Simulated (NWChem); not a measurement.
Species: C₃H₆OSi; SMILES C1(OCC=1)[SiH3]

```xyz
11

Si     0.0251    -1.8105     0.0000
C     -0.1177     0.0576     0.0000
C     -1.0629     1.0189     0.0000
C      0.0534     2.0312     0.0000
O      1.0043     0.9094     0.0000
H      0.7552    -2.2759    -1.2082
H      0.7552    -2.2759     1.2082
H     -1.3529    -2.3670     0.0000
H     -2.1419     1.0565     0.0000
H      0.1810     2.6436    -0.8987
H      0.1810     2.6436     0.8987
```
Atoms are numbered in this order, from 1.

Computed with NWChem. Medium grid unless said otherwise, to which SCAN and Minnesota functionals are sensitive. The geometry was optimised at B3LYP/6-31G* (spherical d).

Q: Order these by “highest occupied level (eV)”, lowest first: r2SCAN0/def2-SVP; LDA (Slater exchange, PW92)/def2-SVP; BLYP/def2-SVP; M06-2X/def2-SVP; B3LYP/def2-SVP.

A: M06-2X/def2-SVP (-7.93), r2SCAN0/def2-SVP (-6.86), B3LYP/def2-SVP (-6.37), LDA (Slater exchange, PW92)/def2-SVP (-5.50), BLYP/def2-SVP (-5.15)
